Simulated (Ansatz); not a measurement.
Mulliken charges of `FC1N=C[SiH2]O1` from B3LYP/def2-TZVPP in Ansatz (PBE0-D4/def2-TZVP geometry).

```csv
atom,x (Å),y (Å),z (Å),charge (e)
F1,-2.253,0.472,0.508,-0.208
C2,-1.036,-0.037,0.840,0.340
N3,-0.777,-1.153,-0.049,-0.178
C4,0.260,-1.001,-0.767,-0.121
Si5,1.069,0.659,-0.390,0.464
O6,-0.092,0.975,0.750,-0.370
H7,-1.095,-0.397,1.872,0.088
H8,0.516,-1.791,-1.472,0.115
H9,2.419,0.592,0.220,-0.065
H10,1.072,1.630,-1.510,-0.064
```

Question: By hand: the dipole of these point charges (1 e Å = 4.8032 D).

Answer: Σ q r = (0.490, -0.223, -0.099) e Å, of length 0.547 e Å = 2.63 D.

Question: How does the dipole of the full density compare? (Estimate.)

Answer: Ansatz gave: (0.591, -0.097, -0.154) e Å, 2.97 D; the point charges give 0.89 times that, at 15° from its direction.

Point charges leave out the atoms' own dipoles, such as those of lone pairs, and Mulliken's split depends on the basis, so the close match here is no proof of good charges.

B3LYP here is the variant with VWN-RPA as its local correlation; programs differ in this.
